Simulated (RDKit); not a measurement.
RDKit input (UFF):

```python
from rdkit import Chem
from rdkit.Chem import AllChem, rdDetermineBonds

mol = Chem.MolFromXYZFile('mol.xyz')
rdDetermineBonds.DetermineBonds(mol, charge=0)
print('SMILES', Chem.MolToSmiles(Chem.RemoveHs(mol)))
ff = AllChem.UFFGetMoleculeForceField(mol)
e0 = ff.CalcEnergy()
flag = ff.Minimize(maxIts=5000, forceTol=1e-5)
print(f'energy {e0:.4f} -> {ff.CalcEnergy():.4f} kcal/mol, converged: {flag == 0}')
print(Chem.MolToXYZBlock(mol))
```
mol.xyz:
```
15

C     -1.44684500     2.40660900     0.53220300
C     -1.09095600     0.98759300     0.08017400
C     -1.94029300    -0.04659600     0.81887300
C      0.40422700     0.75382900     0.27654300
Se     0.96493100    -1.01505400    -0.43621500
H     -2.50608500     2.61130900     0.36553200
H     -1.24639600     2.53668000     1.59897400
H     -0.86923400     3.15587500    -0.01253400
H     -1.30380000     0.90714800    -0.99080500
H     -1.73294900    -0.01988200     1.89200200
H     -1.74509300    -1.06139500     0.46855900
H     -3.00352600     0.15431700     0.67706300
H      0.66461700     0.78844900     1.33415200
H      0.98315400     1.50484900    -0.25621500
H      2.39485200    -0.67413300    -0.49218600
```

Output:

```
SMILES CC(C)C[SeH]
energy 6.6518 -> 3.4932 kcal/mol, converged: True
15

C     -1.451550    2.405616    0.515131
C     -1.106750    0.979738    0.068330
C     -1.923263   -0.036530    0.879436
C      0.404298    0.727667    0.211369
Se     0.943766   -0.923005   -0.680474
H     -2.538957    2.595515    0.389198
H     -1.181317    2.558176    1.582374
H     -0.900963    3.145883   -0.103839
H     -1.384799    0.881334   -1.004259
H     -1.662062    0.021209    1.958062
H     -1.732533   -1.068763    0.519032
H     -3.009455    0.166221    0.763954
H      0.691659    0.675194    1.283672
H      0.972915    1.557464   -0.260709
H      2.405617   -0.696122   -0.265155
```

The geometry given is a B3LYP-D3(BJ)/def2-TZVP minimum.
